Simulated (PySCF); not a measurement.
Species: CH8BrGe2P.
Numbering: `[PH2:1][GeH2:2][C@@H:3]([GeH3:4])[Br:5]` (hydrogens: H6, H7 on P1; H8, H9 on Ge2; H10 on C3; H11, H12, H13 on Ge4)

A GFN2-xTB structure was refined with PBE0-D3(BJ)/def2-SVP geometry optimisation, gas phase (PySCF 2.14.0). Its GFN2-xTB values:

```tsv
coordinate	GFN2-xTB
P1–Ge2	2.301 Å
P1–H6	1.388 Å
Ge2–C3	1.987 Å
Ge2–H8	1.513 Å
Ge2–H9	1.515 Å
C3–Ge4	1.967 Å
C3–Br5	1.961 Å
C3–H10	1.089 Å
Ge4–H11	1.500 Å
Ge4–H13	1.494 Å
P1–Ge2–C3	109.6°
Ge2–C3–Ge4	116.2°
Ge2–C3–Br5	106.7°
Ge4–C3–Br5	104.4°
P1–Ge2–C3–Ge4	68°
```

Problem. How do these coordinates change at the PBE0-D3(BJ)/def2-SVP level?

Solution. 
| coordinate | PBE0-D3(BJ)/def2-SVP (Å or °) | change |
| --- | --- | --- |
| Ge4–H13 | 1.538 | +0.044 |
| Ge4–H11 | 1.543 | +0.043 |
| P1–H6 | 1.429 | +0.041 |
| P1–Ge2 | 2.332 | +0.031 |
| Ge2–H8 | 1.540 | +0.027 |
| Ge2–H9 | 1.539 | +0.024 |
| Ge2–C3 | 1.968 | -0.019 |
| C3–H10 | 1.100 | +0.011 |
| C3–Br5 | 1.955 | -0.006 |
| C3–Ge4 | 1.967 | 0.000 |
| Ge4–C3–Br5 | 109.4 | +5.0 |
| P1–Ge2–C3 | 106.4 | -3.2 |
| Ge2–C3–Br5 | 109.0 | +2.3 |
| Ge2–C3–Ge4 | 114.8 | -1.4 |
| P1–Ge2–C3–Ge4 | 59 | -9 |

The energy falls by 0.165 eV over 8 energy and gradient evaluations, the largest force component goes from 0.0184 to 4.0e-04 Eh/bohr, and the atoms move by 0.147 Å rms after alignment. Among the bonds, P1–H7, Ge4–H11, Ge4–H12 and Ge4–H13 change most and about equally (+0.043 to +0.044 Å). Bonds longer at the end by more than 0.005 Å: 9 of 12; shorter: 2. Among the dihedrals that turn most is H8–Ge2–C3–Ge4, from -171° to 176°. Rotational constants go from 1153, 625.1, 421.2 to 1120, 639.9, 422.9 MHz.

The run used 168 basis functions and 52 SCF cycles in all. On an Intel Xeon Platinum 8259CL at 2.50 GHz with one thread, no GPU, shared host with 48 logical CPUs at a one-minute load of 28, this took 3.1 min and 0.79 GiB of memory at its peak.

PBE0-D3(BJ)/def2-SVP frequencies: not computed here. The numbers are those of one conformer.
